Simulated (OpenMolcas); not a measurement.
**Ne4+: CASPT2 settings compared**

| Quantity | Value |
| --- | --- |
| Program | OpenMolcas |
| Basis | ANO-L-VQZP [5s4p3d2f] |
| Scalar Hamiltonian | non-relativistic, point nucleus |
| Active space | 4 electrons in 4 orbitals (2s 2p) |
| State averaging | 2S+1 = 3 even, 3 roots; 2S+1 = 1 even, 6 roots; 2S+1 = 5 odd, 1 root; 2S+1 = 3 odd, 8 roots; 2S+1 = 1 odd, 5 roots (0 in the spin-orbit step) |
| Spin-orbit coupling | RASSI with atomic mean-field integrals over the reference wave functions, term energies averaged over their components |

Methods on the same reference wave functions:
A. CASSCF
B. SS-CASPT2, IPEA 0.3 Eh, real shift 0.25 Eh (closed shells correlated: none)
C. SS-CASPT2, IPEA 0.35 Eh, real shift 0.05 Eh (closed shells correlated: 1s)
D. SS-CASPT2, IPEA 0.15 Eh, real shift 0.2 Eh (closed shells correlated: 1s)

Energies in cm⁻¹ above 2s² 2p² ³P₀, the measured ground level; measured values from NIST levels in Podobedova, Fuhr, Reader and Wiese, J. Phys. Chem. Ref. Data 33, 525 (2004).

```tsv
Level	A	B	C	D	Measured
2s² 2p² ³P₀	0.0	0.0	0.0	0.0	0.0
2s² 2p² ³P₁	396	395	395	395	412
2s² 2p² ³P₂	1140	1138	1138	1138	1110
2s² 2p² ¹D₂	32947	30520	30520	30710	30292
2s² 2p² ¹S₀	60923	63240	63500	63740	63914
2s 2p³ ⁵S°₂	75026	85220	84860	85130	
2s 2p³ ³D°₂	177473	173780	173170	173210	175905
2s 2p³ ³D°₁	177479	173780	173170	173220	175927
2s 2p³ ³D°₃	177486	173790	173180	173230	175834
2s 2p³ ³P°₀	209192	206800	206240	206370	208193
2s 2p³ ³P°₁	209200	206810	206250	206380	
2s 2p³ ³P°₂	209210	206820	206260	206390
```

Deviations, from unrounded energies. A percentage is the sum of absolute deviations over the sum of measured energies, with the sign that they share, or ± where signs differ.

```csv
Against measurement,Levels,A,B,C,D
mean absolute deviation (cm-1),8,1400,1100,1300,1300
fine structure of the ground term (%),2,±3.0,±3.0,±3.0,±3.0
other terms of the ground configuration (%),2,±6.0,±1.0,±0.7,±0.6
other configurations (%),4,+0.8,-1.0,-1.4,-1.3
```

B lies closest to measurement on these levels and A furthest from it. The largest miss of B in the table is 2s 2p³ ³D°₁, by -2100 cm-1. The ranking rests on the paired levels alone, and a cruder setting can come out closer through cancelling errors.

Among B to D the level of the table that moves most is 2s 2p³ ³D°₃, by 610 cm-1 (lowest in C, highest in B). Moves below CASPT2's spread within the term are not significant.

From A to B the spin-free energies of the other terms of 2s² 2p² shown, above ³P, scale by factors of 0.92 to 1.04.

The lowest spin-free term lies below A's lowest term by 0.080 hartree in B, 0.096 hartree in C, 0.098 hartree in D.

CASPT2 does not keep the components of a term degenerate, so their means are used; among the terms shown or strongly mixed into the levels shown the widest spread is 75 cm-1 (2s 2p³ ³D°, C). Computed and measured levels are paired by configuration, term and J; levels that our copy of the source lacks, or whose pairing is in doubt (as where it misses far off the trend of its configuration), stay unpaired and out of the deviations. Levels of configurations outside the active space are missing.

° marks odd parity.
